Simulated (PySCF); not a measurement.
# Successive ionisation energies of niobium

Calculated with PySCF 2.14, two-component X2C-1e (Gaussian nucleus, no Breit or QED terms), each ion in its own even-tempered basis; GMP2 freezes the deep shells of the larger ions and drops the highest virtual spinors; eV.

```tsv
ion	configuration	GHF (spin-free)	GHF (screened spin-orbit)	GMP2 (screened spin-orbit)	NIST	kind
Nb²⁵⁺	[Ne] 3s2 3p4	1293.1	1295.0	1295.5	1293.7 ± 1.8	semi-empirical
Nb²⁶⁺	[Ne] 3s2 3p3	1369.1	1356.5	1356.5	1368 ± 5	semi-empirical
Nb²⁷⁺	[Ne] 3s2 3p2	1426.4	1434.9	1436.8	1439 ± 3	semi-empirical
Nb²⁸⁺	[Ne] 3s2 3p1	1485.1	1500.9	1501.3	1488 ± 7	semi-empirical
Nb²⁹⁺	[Ne] 3s2	1620.4	1620.3	1623.4	1625.9 ± 2.3	semi-empirical
Nb³⁰⁺	[Ne] 3s1	1684.5	1684.5	1685.2	1684.97 ± 0.05	semi-empirical
Nb³¹⁺	[Ne]	4049.2	4017.0	4018.5	4020.1 ± 2.2	semi-empirical
Nb³²⁺	[He] 2s2 2p5	4211.5	4184.2	4185.7	4187 ± 7	semi-empirical
Nb³³⁺	[He] 2s2 2p4	4376.4	4369.6	4369.3	4369 ± 9	semi-empirical
Nb³⁴⁺	[He] 2s2 2p3	4599.3	4546.4	4545.6	4540 ± 30	semi-empirical
Nb³⁵⁺	[He] 2s2 2p2	4770.5	4823.8	4826.2	4815 ± 5	semi-empirical
Nb³⁶⁺	[He] 2s2 2p1	4944.5	5019.9	5018.6	5011 ± 4	semi-empirical
```

**Question.** Where is the largest relative jump?

**Answer.** From Nb³⁰⁺ to Nb³¹⁺: 1685.2 to 4018.5 eV, where the electron removed from [Ne] comes from a deeper shell or subshell.
